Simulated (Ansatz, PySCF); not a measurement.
HNP, SMILES [NH+]#P, charge +1. Atoms are numbered in the order given.

```xyz
3

N      0.0000     0.0000    -0.8984
P      0.0000     0.0000     0.5492
H      0.0000     0.0000    -1.9126
```
Charge +1, spin multiplicity 1.

Geometry: ωB97X-D3(BJ)/def2-TZVPD. The isomer is the one that the SMILES or the coordinates give; other isomers of the formula were not compared.

Two levels are set side by side: PBE-D3(BJ)/def2-TZVPD (Ansatz, an electronic-structure program) and ωB97X-D3(BJ)/def2-TZVPD (PySCF). Each level has its own optimised geometry; the coordinates shown are those of the second. Frequencies come from the Hessian of PySCF at each geometry. Differences are taken from unrounded values.

| quantity | ωB97X-D3(BJ) |
|---|---|
| mean bond length (Å) | 1.231 |
| bond N1–P2 (Å) | 1.448 |
| bond N1–H3 (Å) | 1.014 |
| highest harmonic wavenumber (cm⁻¹) | 3625 |
| mean harmonic wavenumber (cm⁻¹) | 1639 |
| zero-point energy (kcal/mol) | 9.37 |

Q: What does PBE-D3(BJ) give, and how far is it from ωB97X-D3(BJ)? (An estimate is asked for; the answer gives what the named calculation found.)

A: 
```json
[
 {"quantity": "mean bond length (Å)", "PBE-D3(BJ)": "1.246", "PBE-D3(BJ) minus ωB97X-D3(BJ)": "0.015"},
 {"quantity": "bond N1–P2 (Å)", "PBE-D3(BJ)": "1.469", "PBE-D3(BJ) minus ωB97X-D3(BJ)": "0.022"},
 {"quantity": "bond N1–H3 (Å)", "PBE-D3(BJ)": "1.023", "PBE-D3(BJ) minus ωB97X-D3(BJ)": "0.009"},
 {"quantity": "highest harmonic wavenumber (cm⁻¹)", "PBE-D3(BJ)": "3500", "PBE-D3(BJ) minus ωB97X-D3(BJ)": "-125"},
 {"quantity": "mean harmonic wavenumber (cm⁻¹)", "PBE-D3(BJ)": "1554", "PBE-D3(BJ) minus ωB97X-D3(BJ)": "-85"},
 {"quantity": "zero-point energy (kcal/mol)", "PBE-D3(BJ)": "8.89", "PBE-D3(BJ) minus ωB97X-D3(BJ)": "-0.49"}
]
```

GGA bonds tend to be longer and softer than those of functionals with exact exchange. Differences between two approximate levels are no errors against the true value.
